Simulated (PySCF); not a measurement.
Nuclear quadrupole coupling in `CC[Si@H]([SiH3])c1cccs1`

C6H12SSi2.
Geometry (PBE0-D3(BJ)/def2-SVP, Å), atoms numbered from 1 in this order:
```xyz
21
C6H12SSi2 angstrom
C     -2.0948   -1.6197   -0.0737
C     -2.0200   -0.1101   -0.2841
Si    -0.7085    0.7438    0.7743
Si    -0.5933    3.0373    0.2863
C      0.9771    0.0036    0.4311
C      1.9712   -0.3314    1.3274
C      3.1501   -0.8328    0.7106
C      3.0452   -0.8757   -0.6558
S      1.5175   -0.3035   -1.1830
H     -1.1365   -2.1031   -0.3200
H     -2.3281   -1.8712    0.9730
H     -2.8710   -2.0795   -0.7054
H     -2.9926    0.3693   -0.0776
H     -1.7923    0.1233   -1.3398
H     -0.9770    0.5356    2.2335
H      0.4691    3.6893    1.1136
H     -1.8902    3.7435    0.5374
H     -0.2411    3.2082   -1.1594
H      1.8523   -0.2215    2.4072
H      4.0390   -1.1540    1.2556
H      3.7860   -1.2187   -1.3774
```

Field gradients from the PBE0/pcSseg-1 density (PySCF, non-relativistic), principal values in atomic units, ordered |Vxx| ≤ |Vyy| ≤ |Vzz|:

```csv
atom,Vxx,Vyy,Vzz
S9,-0.4862,-1.3457,1.8318
```

Task: Find the asymmetry η = (Vxx − Vyy)/Vzz and the couplings χ = eQV/h (234.96 MHz × Q in barn × V in au), with Q(33S) = −0.0678 b.

Result: 
```csv
atom,environment,nucleus,η,χzz (MHz),χxx (MHz),χyy (MHz)
S9,thiophene-type sulfur,33S,0.47,-29.18,7.74,21.44
```

The tensor is traceless: Vxx + Vyy + Vzz = 0.

Task: What is Vzz at S9 in SI units (1 au = 9.71736 × 10²¹ V/m²)?

Result: 1.8318 au = 17.800 × 10²¹ V/m².

Task: And the gradient at the other heavy atoms, for which no coupling is worked out here?

Result: 
```tsv
atom	environment	Vzz (au)	η
C1	methyl carbon	0.085	0.19
C2	sp3 carbon bound to silicon	-0.069	0.61
Si3	SiH silicon	0.171	0.83
Si4	SiH3 silicon	-0.047	0.50
C5	substituted aromatic carbon	-0.294	0.21
C6	aromatic CH carbon	0.244	0.06
C7	aromatic CH carbon	0.228	0.02
C8	aromatic CH next to a ring sulfur	-0.247	0.14
```

Task: What couplings would deuterons (Q(2H) = 0.00286 b) have in place of the hydrogens, at this geometry?

Result: 
```tsv
atom	bonded to	bond length (Å)	Vzz (au)	η	χzz (kHz)
H10	C1	1.101	0.2878	0.03	193
H11	C1	1.101	0.2900	0.03	195
H12	C1	1.101	0.2918	0.02	196
H13	C2	1.104	0.2898	0.03	195
H14	C2	1.105	0.2871	0.03	193
H15	Si3	1.498	0.1399	0.03	94
H16	Si4	1.496	0.1416	0.01	95
H17	Si4	1.498	0.1404	0.01	94
H18	Si4	1.498	0.1403	0.01	94
H19	C6	1.092	0.3074	0.07	207
H20	C7	1.091	0.3101	0.07	208
H21	C8	1.090	0.3130	0.09	210
```

Isolated species at its PBE0-D3(BJ)/def2-SVP geometry (one conformer only). With a basis this small, the couplings can be 20 % off.
